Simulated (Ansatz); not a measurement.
Start from `C[O][Ti]([NH2])([NH2])[NH2]` and change one atom or group to get `[NH2][Ti]([NH2])([NH2])[NH2]`.

Ansatz, PBE0-D4/def2-TZVP geometries, multiplicity 1. Each molecule was computed in one conformer, which needn't be the lowest.

Scalar relativity is left out up to krypton.

```tsv
property	`C[O][Ti]([NH2])([NH2])[NH2]`
HOMO energy (PBE0/def2-TZVPP) / eV	-6.76
LUMO energy (PBE/def2-TZVPP) / eV	-1.59
LUMO energy (PBE0/def2-TZVPP) / eV	-0.58
HOMO–LUMO gap (ωB97M-V/def2-TZVPP) / eV	10.34
HOMO energy (B3LYP/def2-TZVPP) / eV	-6.53
size of the dipole moment (PBE/def2-TZVPP) / D	0.59
```

**Question.** What does the change do to each property? (An estimate is asked.)

**Answer.** Computed: 
```csv
property,`[NH2][Ti]([NH2])([NH2])[NH2]`,shift
HOMO energy (PBE0/def2-TZVPP) / eV,-6.82,-0.06
LUMO energy (PBE/def2-TZVPP) / eV,-1.71,-0.12
LUMO energy (PBE0/def2-TZVPP) / eV,-0.66,-0.08
HOMO–LUMO gap (ωB97M-V/def2-TZVPP) / eV,10.47,0.13
HOMO energy (B3LYP/def2-TZVPP) / eV,-6.59,-0.06
size of the dipole moment (PBE/def2-TZVPP) / D,0.01,-0.58
```

The zero-point energy changes by -45.1 kJ/mol with -6 modes.

B3LYP here is the variant with VWN-RPA as its local correlation; programs differ in this.
